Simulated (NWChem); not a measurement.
## Correlation energy of C$_{2}$H$_{2}$N$_{2}$O

SMILES: c1nnco1
```xyz
7

C      1.0562     0.0000    -0.2714
N      0.6974     0.0000     0.9792
N     -0.6974     0.0000     0.9792
C     -1.0562     0.0000    -0.2714
O      0.0000     0.0000    -1.1327
H      2.0667     0.0000    -0.6954
H     -2.0667     0.0000    -0.6954
```
Charge 0, spin multiplicity 1.

Everything below was run with NWChem. The geometry was optimised at PBE/def2-SVP, a minimum by its harmonic frequencies.

Basis set: cc-pVDZ. Each correlation energy counts from its own Hartree-Fock reference.

```json
[
 {"method": "RI-MP2", "correlation energy (mHa)": "-765.2", "difference from CCSD(T)": "+46.9"},
 {"method": "MP2", "correlation energy (mHa)": "-765.1", "difference from CCSD(T)": "+47.0"},
 {"method": "SCS-MP2", "correlation energy (mHa)": "-736.7", "difference from CCSD(T)": "+75.4"},
 {"method": "CR-CCSD[T]", "correlation energy (mHa)": "-803.4", "difference from CCSD(T)": "+8.6"},
 {"method": "CR-CCSD(T)", "correlation energy (mHa)": "-802.2", "difference from CCSD(T)": "+9.8"},
 {"method": "CCSD", "correlation energy (mHa)": "-779.6", "difference from CCSD(T)": "+32.4"},
 {"method": "CCSD+T(CCSD)", "correlation energy (mHa)": "-813.7", "difference from CCSD(T)": "-1.6"},
 {"method": "CCSD(T)", "correlation energy (mHa)": "-812.1", "difference from CCSD(T)": "0.0"}
]
```

The values span 77.0 mHa, from CCSD+T(CCSD) (lowest) to SCS-MP2 (highest). 

The correlated methods keep 5 core orbitals frozen. The structure started from a generated list of species. No row is a measurement; the coupled-cluster row has its own basis-set and correlation limits.
